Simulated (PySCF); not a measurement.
BaI2, SMILES [I][Ba][I]. Atoms are numbered in the order given.

```xyz
3

Ba     0.0000     0.0000    -0.7265
I      0.0000     2.9583     0.3838
I      0.0000    -2.9583     0.3838
```

Geometry: B3LYP-D3(BJ)/def2-SVP. The def2 effective core potentials stand for the cores of Ba, I; spin–orbit coupling is left out.

Computed with PBE0/def2-TZVPD (PySCF).

```yaml
total_energy: -621.10947 hartree
point_group: C2v
highest_occupied_level: -6.81 eV
lowest_empty_level: -2.19 eV
orbital_gap: 4.62 eV
dipole_moment: 6.12 D
quadrupole, principal values (traceless, Buckingham form, about the centre of nuclear charge): -42.78, 18.61, 24.16 D·Å
mean_static_polarisability: 126.1 bohr³ (18.69 Å³)
polarisability_principal_values: 98.4, 102.7, 177.3 bohr³
```
